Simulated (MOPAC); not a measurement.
MOPAC input (PM6):

```
PM6 1SCF CHARGE=-1 GEO-OK AUX(PRECISION=9) THREADS=1
CBrClF

F    -0.76259500 1    1.64911800 1   -0.49284200 1
C    -0.68044400 1    0.76889700 1    0.52664300 1
Cl   -2.01199800 1   -0.57034200 1    0.01137400 1
Br    1.29000000 1   -0.27884700 1    0.03092500 1
```

From the output:

```
                                                       MOPAC v23.2.5 Linux

          FINAL HEAT OF FORMATION =        -92.13431 KCAL/MOL =    -385.48996 KJ/MOL

          COSMO AREA              =        113.62 SQUARE ANGSTROMS
          COSMO VOLUME            =        101.12 CUBIC ANGSTROMS

          IONIZATION POTENTIAL    =          5.281937 EV
          HOMO LUMO ENERGIES (EV) =         -5.282  4.923
          NO. OF FILLED LEVELS    =         13
          MOLECULAR WEIGHT        =        146.3664         POINT GROUP:  C1

          MOLECULAR DIMENSIONS (Angstroms)

            Atom       Atom       Distance
           Br     4   Cl     3     3.31490
            F     1   Cl     3     2.16265
           Cl     3    C     2     0.78080

          SCF CALCULATIONS        =          1

   ATOM   CHEMICAL          X               Y               Z
  NUMBER   SYMBOL      (ANGSTROMS)     (ANGSTROMS)     (ANGSTROMS)

     1       F         -0.76259500  *   1.64911800  *  -0.49284200  *
     2       C         -0.68044400  *   0.76889700  *   0.52664300  *
     3      Cl         -2.01199800  *  -0.57034200  *   0.01137400  *
     4      Br          1.29000000  *  -0.27884700  *   0.03092500  *

                             CARTESIAN COORDINATES

   1    F       -0.762595000     1.649118000    -0.492842000
   2    C       -0.680444000     0.768897000     0.526643000
   3   Cl       -2.011998000    -0.570342000     0.011374000
   4   Br        1.290000000    -0.278847000     0.030925000

           Empirical Formula: C F Cl Br  =     4 atoms

      MOLECULAR POINT GROUP   :   C1

                  EIGENVALUES
 -36.79959 -23.57832 -22.57930 -17.05382 -12.55432 -12.42816 -10.77710  -7.64554
  -7.21388  -6.73528  -5.69863  -5.50791  -5.28194   4.92286   5.59438   7.69594
  98.15148  98.30073  98.33353  99.10499  99.10947 122.52947 122.54672 122.59438
 122.91043 122.91229

              NET ATOMIC CHARGES AND DIPOLE CONTRIBUTIONS

  ATOM NO.   TYPE          CHARGE      No. of ELECS.   s-Pop       p-Pop       d-Pop
    1          F          -0.335025        7.3350     1.96629     5.36874
    2          C           0.537150        3.4628     1.81854     1.64431
    3         Cl          -0.543084        7.5431     1.99498     5.54374     0.00436
    4         Br          -0.659041        7.6590     1.99727     5.65832     0.00345
 DIPOLE           X         Y         Z       TOTAL
 POINT-CHG.     0.935     1.637     2.019     2.762
 HYBRID         0.052    -0.410    -1.717     1.766
 SUM            0.987     1.227     0.302     1.604

          ATOMIC ORBITAL ELECTRON POPULATIONS

     Atom    s        px        py        pz      x^2-y^2     xz        z^2       yz        xy
    1  F   1.96629   1.95015   1.72807   1.69051
    2  C   1.81854   0.44154   0.46914   0.73362
    3 Cl   1.99498   1.78217   1.79683   1.96475   0.00073   0.00048   0.00064   0.00052   0.00200
    4 Br   1.99727   1.74672   1.92895   1.98266   0.00087   0.00050   0.00056   0.00016   0.00136

 **********************
 *                    *
 * JOB ENDED NORMALLY *
 *                    *
 **********************

 == MOPAC DONE ==
```

The dipole moment of an ion depends on the origin.

The geometry given is a B3LYP-D3(BJ)/def2-TZVP minimum.
